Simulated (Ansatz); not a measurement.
ClCu, singlet, geometry from GFN2-xTB (such geometries of metal compounds can be far from the true shape); Ansatz (an electronic-structure program) with HF/STO-3G.

Here is a job for Ansatz.
Ansatz 0.2 input:
```yaml
crystal:
  periodic: [false, false, false]
  atoms:
    - {symbol: Cu, position_ang: [-0.00000000, -0.00000000, -0.75781346]}
    - {symbol: Cl, position_ang: [0.00000000, 0.00000000, 1.29274060]}
basis:
  gaussian:
    orbitals: STO-3G
hamiltonian:
  xc: hf
scf: {lower_state_search: full}
```

It wrote (shortened):

```
Functional definition: HF
245 factors; integrals over basis functions are off by at most 6.1e-4 eV
mean field evaluation 1: about -56225.0752 eV, gradient 1.9e2 eV
mean field evaluation 2: about -56227.8466 eV, gradient 1.9e2 eV
mean field evaluation 4: about -56452.3379 eV, gradient 2.8e1 eV
mean field evaluation 8: about -56460.9857 eV, gradient 5.5e-1 eV
mean field evaluation 16: about -56462.5245 eV, gradient 1.0e-5 eV
mean field evaluation 32: about -56462.6090 eV, gradient 1.2e-1 eV
mean field evaluation 64: about -56462.5125 eV, gradient 2.4e-1 eV
mean field evaluation 96: about -56462.5656 eV, gradient 6.5e-2 eV
mean field evaluation 128: about -56462.5359 eV, gradient 6.3e-2 eV
mean field evaluation 160: about -56462.4631 eV, gradient 3.3e-1 eV
mean field evaluation 192: about -56443.2788 eV, gradient 6.1e1 eV
mean field evaluation 224: about -56460.8453 eV, gradient 4.5e0 eV
mean field evaluation 256: about -56443.5853 eV, gradient 1.6e1 eV
mean field evaluation 288: about -56462.5245 eV, gradient 5.2e-4 eV
mean field evaluation 320: about -56410.3831 eV, gradient 7.6e1 eV
mean field evaluation 352: about -56456.1605 eV, gradient 3.1e1 eV
a density is far from that of the atoms, so the factors are made again for it
255 factors; integrals over basis functions are off by at most 2.3e-5 eV
mean field -56462.61208487 eV, -2074.9627223860 hartree, gradient 2.5e-6 eV, S^2 0.000000; 0 other end points of the search recorded, 0 dependent functions left out
reference -56462.61208487 eV, -2074.9627223860 hartree; 23, 23 occupied and 4, 4 virtual orbitals, 255 factors
Total energy: -56462.61208487 eV, -2074.9627223860 hartree
```
